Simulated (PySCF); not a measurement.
C2H6Cl2Sn, SMILES [CH3][Sn]([CH3])([Cl])[Cl].

Geometry optimised at B3LYP-D3(BJ)/def2-SVP. The isomer is the one that the SMILES or the coordinates give; other isomers of the formula were not compared. The def2 effective core potentials stand for the cores of Sn; spin–orbit coupling is left out.

Two levels are set side by side: PBE/def2-TZVP (PySCF) and ωB97X/def2-TZVP (PySCF). Same geometry, gas phase. Differences are taken from unrounded values.

| quantity | ωB97X | PBE | PBE minus ωB97X |
|---|---|---|---|
| orbital gap (eV) | 11.56 | 4.94 | -6.62 |
| highest occupied level (eV) | -10.65 | -7.05 | 3.60 |
| lowest empty level (eV) | 0.91 | -2.11 | -3.02 |
| dipole moment (D) | 4.06 | 3.87 | -0.20 |
| mean polarisability (bohr³) | 86.8 | 91.4 | 4.6 |

Without exact exchange PBE keeps part of each electron's self-repulsion, which lifts occupied levels and narrows the gap. PBE's more diffuse valence density responds more strongly to a field. Differences between two approximate levels are no errors against the true value.

Rough cost on one machine, each run with all the roots and properties that it gave: ωB97X against PBE within a factor of 2.
